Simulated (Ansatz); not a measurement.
Two isomers of C2H10AlNSi: A = `C[SiH](C)[NH][AlH2]`, B = `C[NH][Al]([CH3])[SiH3]`.

Gas-phase electronic energies from Ansatz, PBE0-D4/def2-TZVP geometries. CCSD(T)/CBS adds triple-zeta CCSD(T) − MP2 to the extrapolated MP2 energy (def2 sets, frozen cores). DFT in def2-TZVPP. B3LYP here is the variant with VWN-RPA as its local correlation; programs differ in this. Each species was taken in one conformer, which may not be the lowest.

(1) Which isomer does CCSD(T)/CBS put lower? Give the gap. (Best estimate.)

(2) Give E(B) − E(A) in kcal/mol with PBE0-D4, B3LYP, CCSD/def2-TZVPP, PBE-D4, B3LYP-D4, r2SCAN-D4, CCSD(T)/def2-TZVPP. (Estimate.)

Largest T1 diagnostic: 0.012.

Answers

(1) Computed: A, by 32.5 kcal/mol.

(2) Computed: PBE0-D4 28.6, B3LYP 29.6, CCSD/def2-TZVPP 32.0, PBE-D4 26.4, B3LYP-D4 31.0, r2SCAN-D4 31.1, CCSD(T)/def2-TZVPP 31.6. None reverses the order clearly.

The D4 term adds +1.4 kcal/mol with B3LYP and +0.7 kcal/mol with PBE0; it sums over pairs of atoms, weighted by their polarisabilities, and B3LYP, whose exchange is more repulsive, gets the larger term. From PBE to PBE0 (25 % exact exchange), in def2-TZVPP and without D4, E(B) − E(A) moves by +2.4 kcal/mol.
